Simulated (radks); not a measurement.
Xe+, configuration [Kr] 4d10 5s2 5p5.

Method: non-relativistic Kohn-Sham, LB94 model potential, spin-polarised, spherical densities, point nucleus; open shells are filled with parallel spins first (spin-orbit coupling, left out, can overturn this in heavy ions); relativity is left out, which matters for an element this heavy; computed with a radial shooting solver on a logarithmic mesh with Libxc functionals.

Energy parts (eV):
kinetic: 197336.398
electron-nucleus: -467324.485
Hartree: 78078.694
(The LB94 potential has no energy functional, so no total or exchange-correlation energy is given.)

Orbitals (lengths in bohr, moments of r in powers of bohr; <r^-3> diverges for s and p1/2):
orbital,occ.,eigenvalue (eV),<r^-3>,<r>,<r^2>,<r^4>
1s up,1,-33077.16,-,0.02811,0.001056,2.819e-06
1s down,1,-33077.16,-,0.02811,0.001056,2.819e-06
2s up,1,-5042.819,-,0.1208,0.01712,0.0004963
2s down,1,-5042.796,-,0.1208,0.01712,0.0004963
2p up,3,-4751.646,5234,0.1028,0.01283,0.0003215
2p down,3,-4751.608,5234,0.1028,0.01283,0.0003215
3s up,1,-1050.331,-,0.3199,0.1166,0.02046
3s down,1,-1050.310,-,0.3199,0.1166,0.02046
3p up,3,-925.6999,985.3,0.3100,0.1111,0.01944
3p down,3,-925.6756,985.3,0.3100,0.1111,0.01944
3d up,5,-693.2084,161.9,0.2804,0.09271,0.01549
3d down,5,-693.1867,161.9,0.2804,0.09271,0.01549
4s up,1,-199.8349,-,0.7477,0.6307,0.5824
4s down,1,-199.7801,-,0.7480,0.6314,0.5837
4p up,3,-155.8912,196.0,0.7782,0.6887,0.7154
4p down,3,-155.8597,195.8,0.7786,0.6896,0.7175
4d up,5,-80.2902,25.35,0.8666,0.8736,1.269
4d down,5,-80.3191,25.30,0.8674,0.8753,1.273
5s up,1,-32.7317,-,1.875,3.974,23.91
5s down,1,-32.6910,-,1.864,3.930,23.38
5p up,3,-22.1958,23.98,2.192,5.476,47.11
5p down,2,-22.0309,24.61,2.179,5.415,46.21

The highest occupied level is 5p down at -22.031 eV. The electron density at the nucleus is 1.113e+05 e/bohr^3. The density falls to 0.001 e/bohr^3 at r = 4.13 bohr. The spin density at the nucleus is -0.4498 e/bohr^3 (1s -0.0541, 2s 0.0609, 3s 0.0723, 4s 0.1638, 5s -0.6928).
